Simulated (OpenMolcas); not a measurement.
Sr: CASPT2 settings compared

```json
{
  "Program": "OpenMolcas",
  "Basis": "ANO-RCC-VQZP [8s7p4d2f1g]",
  "Scalar Hamiltonian": "DKH2, point nucleus",
  "Active space": "2 electrons in 8 orbitals (5s 5p 6s 6p)",
  "State averaging": "2S+1 = 3 even, 3 roots; 2S+1 = 1 even, 6 roots; 2S+1 = 3 odd, 3 roots; 2S+1 = 1 odd, 3 roots",
  "Spin-orbit coupling": "RASSI with atomic mean-field integrals over the reference wave functions, term energies averaged over their components"
}
```

Methods on the same reference wave functions:
A. CASSCF
B. SS-CASPT2, IPEA 0.75 Eh, no level shift (closed shells correlated: 4s 4p)
C. XMS-CASPT2, IPEA 0.6 Eh, sigma2 regulariser 0.1 Eh (closed shells correlated: 3d 4s 4p)

Energies in cm-1 above 5s2 1S0, the measured ground level; measured values from NIST Handbook of Basic Atomic Spectroscopic Data.

```csv
Level,A,B,C,Measured
5s2 1S0,0.0,0.0,0.0,0.0
5s 5p 3P* 0,13295,14140,14270,14318
5s 5p 3P* 1,13429,14270,14400,14504
5s 5p 3P* 2,13698,14540,14670,14899
5s 5p 1P* 1,26662,24450,23790,21698
```

Deviations, from unrounded energies. A percentage is the sum of absolute deviations over the sum of measured energies, with the sign that they share, or ± where signs differ.

```csv
Against measurement,Levels,A,B,C
mean absolute deviation (cm-1),4,2100,880,620
other configurations (%),4,±12.6,±5.4,±3.8
```

C lies closest to measurement on these levels and A furthest from it. The largest miss of C in the table is 5s 5p 1P* 1, by +2100 cm-1. The ranking rests on the paired levels alone, and a cruder setting can come out closer through cancelling errors.

Between B and C the level of the table that moves most is 5s 5p 1P* 1, by 660 cm-1 (lowest in C, highest in B). Moves below CASPT2's spread within the term are not significant.

The lowest spin-free term lies below A's lowest term by 0.222 hartree in B, 0.290 hartree in C.

Over all roots computed the reference weight is 0.87 to 0.94 in B; the roots of lowest weight are the least certain, and an intruder state may touch them. Active for correlation alone: 6p 6s; no level in the range computed is led by a configuration that fills them, so any true level of that kind is missing. Without dynamic correlation excited terms often stand tens of per cent too high (terms of higher spin than the ground term too low), and those without a measured partner can miss by more than the paired ones (holds for A). Computed and measured levels are paired by configuration, term and J; levels that our copy of the source lacks, or whose pairing is in doubt (as where it misses far off the trend of its configuration), stay unpaired and out of the deviations. Only configurations of the active space appear. The table leaves out levels that lie high or whose names do not pair safely across all columns.

* marks odd parity.
